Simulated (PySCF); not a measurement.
**Excited states of Be (beryllium, neutral)**

Ground state [He] 2s2, ¹S. Computed with PySCF 2.14 in x2c-TZVPall with one added diffuse shell of s type (6s3p1d, 20 functions), with the spin-free X2C one-electron Hamiltonian (Gaussian nucleus). Vertical excitation energies in eV without spin-orbit coupling; excited terms of each kind are numbered among those the solver found. Frozen: nothing.

| term | leading excitation | EOM-EE-CCSD | measured centre of gravity (NIST) |
| --- | --- | --- | --- |
| 1 3P° | 2s → p | 2.749 | 2.725 (2s2p) |
| 1 1P° | 2s → p | 5.537 | 5.277 (2s2p) |
| 1 3S | 2s → s | 6.456 | 6.457 (2s3s) |
| 1 1S | 2s → s | 6.796 | 6.779 (2s3s) |

Only the lower part of the computed list is shown. Doubly excited terms such as np² are absent. The solver can miss terms. Rydberg members are limited by the diffuse functions of the basis.
